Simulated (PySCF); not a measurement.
HClZn, singlet, at a GFN2-xTB geometry (such geometries of metal compounds can be far from the true shape).

PySCF was given this input:
```python
from pyscf import gto, scf, dft, tdscf

mol = gto.Mole()
mol.atom = '''
    Zn   -0.000000   -0.000000   -0.698692
    H    -0.000000   -0.000000   -2.181560
    Cl    0.000000    0.000000    1.361313
'''
mol.basis = '6-31g*'
mol.charge = 0
mol.spin = 0
mol.verbose = 4
mol.build()

mf = dft.RKS(mol)
mf.xc = 'bhandhlyp'
mf.kernel()
td = mf.TDA()
td.nstates = 5
td.kernel()
td.analyze()
```

Question: Give the excitation energies found at the level BHANDHLYP/6-31G*, TDA (PySCF).

Answer: 7.52, 7.55, 7.55, 7.60, 7.60 eV

Question: What is the computed HOMO energy (BHANDHLYP/6-31G*, TDA)?

Answer: -10.09 eV

Question: Give the HOMO-LUMO gap at the level BHANDHLYP/6-31G*, TDA.

Answer: 10.21 eV

Question: Predict the nuclear repulsion energy from BHANDHLYP/6-31G*, TDA.

Answer: 144.2546 Eh

Question: Roughly what does it cost on one core?

Answer: around 20 core-seconds (rough).
